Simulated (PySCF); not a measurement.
GaH2(CN): computed shieldings and shifts

GaH2(CN), CH2GaN, point group C2v.

Geometry (Å), atoms numbered from 1 in this order:
```xyz
5

Ga    0.3682    0.6397    0.0091
H     1.9194    0.5342    0.0583
H    -0.4967    1.9323   -0.0239
C    -0.6065   -1.0493   -0.0151
N    -1.1843   -2.0570   -0.0286
```

GIAO calculations in PySCF 2.14 on the PBE0-D3(BJ)/def2-SVP structure: isolated species, non-relativistic, equivalent atoms averaged; basis pcSseg-1 (pcSseg-2 on Ga).

(1) Give the isotropic shieldings (ppm) with B3LYP, PBE, PBE0.

(2) And the chemical shifts, against references computed in the same way?

(3) Which part of the shielding of Ga1 depends on the functional?

(4) What couplings does PBE/pcJ-1 (pcSseg-1 on Ga) give?

## Answers

(1) 
```csv
atoms,environment,B3LYP,PBE,PBE0
Ga1,"Ga bonded to C, 2 H",1261,1211,1299
N5,nitrogen bonded to C,-120.9,-112.6,-117.1
C4,"carbon bonded to Ga, N",49.6,52.4,53.3
H2/H3,hydrogen on a Ga bonded to C,25.60,25.16,25.53
HOMO–LUMO gap (eV),–,6.05,4.47,6.57
```

(2) 
```
atoms  nucleus, reference  B3LYP    PBE   PBE0
  Ga1  71Ga, [Ga(H2O)6]3+    538    536    518
   N5            15N, NH3  384.4  377.7  382.8
   C4            13C, TMS  129.7  127.6  131.1
H2/H3             1H, TMS   5.78   6.04   5.74
```

(3) Diamagnetic: B3LYP 2639, PBE 2639, PBE0 2640 ppm; paramagnetic: B3LYP -1379, PBE -1428, PBE0 -1341 ppm. The diamagnetic part, set mainly by inner electrons, hardly moves; the paramagnetic part goes with low-lying magnetically allowed excitations and carries the spread.

(4) 1J(C4,N5) = -4.4, 2J(H2,H3) = 50.1, 2J(H2,C4) = 24.0 Hz (averaged over equivalent pairs; isotopes 13C, 15N, 1H).

Relativistic effects, spin–orbit coupling among them, are left out; they matter for Ga and for the light atoms bonded to it. Experimental scales use liquid or dissolved standards, which lie at an offset from isolated NH3 (liquid NH3: subtract about 20 ppm). Unscaled 15N shifts of sp2 nitrogen come out 20 to 40 ppm too high even then.
